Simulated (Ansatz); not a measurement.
`CN(C)[Si]F` + `O[SiH3]` → `F[Si]O[SiH3]` + `CNC` at 400 K and 1 bar (ligand exchange at the Si–N bond).

Calculated with Ansatz (gas phase, PBE0-D4/def2-TZVP geometries, no zero-point term in ΔE). CBS: MP2 limit from def2 TZ/QZ plus the TZ coupled-cluster correction, frozen cores. Each species was taken in one conformer, which may not be the lowest.

```
       species  CCSD(T)/CBS energy (Eh)  H − E (kJ/mol)  S (J/(mol·K))
  `CN(C)[Si]F`               -523.34250           255.3          361.2
     `O[SiH3]`               -366.69042           120.0          276.4
`F[Si]O[SiH3]`               -755.04483           112.6          369.1
         `CNC`               -135.00321           264.6          293.2
```

H − E and S are ideal-gas, rigid-rotor, harmonic terms from PBE0-D4/def2-TZVP, for one conformer and one mirror image of each species. 1 Eh = 2625.50 kJ/mol, R = 8.31446 J/(mol·K).

Problem. By hand: ΔE, ΔH, ΔS and ΔG.

Solution. ΔE = (-755.04483) + (-135.00321) − (-523.34250) − (-366.69042) = -0.01512 Eh = -39.7 kJ/mol. Δ(H − E) = 112.6 + 264.6 − 255.3 − 120.0 = 1.9, so ΔH = -37.8 kJ/mol. ΔS = 369.1 + 293.2 − 361.2 − 276.4 = 24.7 J/(mol·K). ΔG = -37.8 − 400 × (24.7)/1000 = -47.7 kJ/mol.

Problem. By hand: the equilibrium constant, and the temperature at which ΔG would vanish if ΔH and ΔS stayed fixed.

Solution. log₁₀ K = −ΔG/(RT ln 10) = 6.2. ΔH and −TΔS have one sign here, so there is no such temperature.

ΔH outweighs TΔS. A doubt of 5 kJ/mol in ΔE shifts log₁₀ K by 0.7 here. Other conformers and mirror images would add mixing entropy, several J/(mol·K) or more a flexible species. Modes under 60 cm⁻¹, often nearly free rotors, make the harmonic entropy too high. These are equilibria of isolated gas molecules and say nothing of rates. Largest T1 diagnostic: 0.014 (customary marks: 0.02 for closed shells, 0.045 for open ones).
